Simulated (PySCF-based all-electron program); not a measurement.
**Bond force of LiCu, singlet**

Calculated with an in-house all-electron program built on PySCF, in large uncontracted Gaussian sets near the basis limit; Koelling–Harmon scalar relativity, no spin–orbit coupling, spin-restricted. Forces are good to about 0.002 eV/Å. A positive force pushes the atoms apart.

| r (Å) | PBE (eV/Å) |
| --- | --- |
| 1.808 | 3.206 |
| 1.921 | ? |
| 2.034 | 1.074 |
| 2.260 | -0.068 |
| 2.486 | -0.649 |

Q: What does PBE give at the lengths left open?

A: 1.921 Å: 1.979 eV/Å.

Q: Fit a Morse curve to the forces within 0.84 to 1.25 of the listed length with the smallest force. Where does the force vanish, what is the force constant, and what harmonic wavenumber follows with standard atomic masses?

A: PBE: 2.242 Å, 3.8 eV/Å², about 410 cm⁻¹. The points are far apart, so these are estimates.
